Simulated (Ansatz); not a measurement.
One change: `CC(F)(Cl)Cl` becomes `CC([SiH3])(Cl)Cl`.

Ansatz, PBE0-D4/def2-TZVP geometries, multiplicity 1. 

```csv
property,`CC(F)(Cl)Cl`
"ideal-gas entropy at 298 K and 1 bar (rigid rotor, harmonic PBE0-D4/def2-TZVP) / J/(mol·K)",318
zero-point energy (PBE0-D4/def2-TZVP) / kJ/mol,128.8
size of the dipole moment (ωB97M-V/def2-TZVPP) / D,1.97
LUMO energy (PBE/def2-TZVPP) / eV,-1.30
LUMO energy (PBE0/def2-TZVPP) / eV,-0.18
LUMO energy (B3LYP/def2-TZVPP) / eV,-0.47
```

Problem. What does the change do to each property? (An estimate is asked.)

Solution. Computed: 
```json
{"property": "ideal-gas entropy at 298 K and 1 bar (rigid rotor, harmonic PBE0-D4/def2-TZVP) / J/(mol·K)", "`CC([SiH3])(Cl)Cl`": "352", "shift": "34"}
{"property": "zero-point energy (PBE0-D4/def2-TZVP) / kJ/mol", "`CC([SiH3])(Cl)Cl`": "188.2", "shift": "59.4"}
{"property": "size of the dipole moment (ωB97M-V/def2-TZVPP) / D", "`CC([SiH3])(Cl)Cl`": "1.81", "shift": "-0.16"}
{"property": "LUMO energy (PBE/def2-TZVPP) / eV", "`CC([SiH3])(Cl)Cl`": "-1.38", "shift": "-0.08"}
{"property": "LUMO energy (PBE0/def2-TZVPP) / eV", "`CC([SiH3])(Cl)Cl`": "-0.35", "shift": "-0.17"}
{"property": "LUMO energy (B3LYP/def2-TZVPP) / eV", "`CC([SiH3])(Cl)Cl`": "-0.58", "shift": "-0.11"}
```

With PBE0 the HOMO rises by 0.72 eV and the LUMO falls by 0.17 eV, so the gap narrows by about 0.89 eV. PBE moves the HOMO by 0.57 eV and ωB97M-V by 0.78 eV. The zero-point energy changes by 59.4 kJ/mol with +9 modes. Dipoles are sizes alone; their direction can turn.

B3LYP here is the variant with VWN-RPA as its local correlation; programs differ in this.
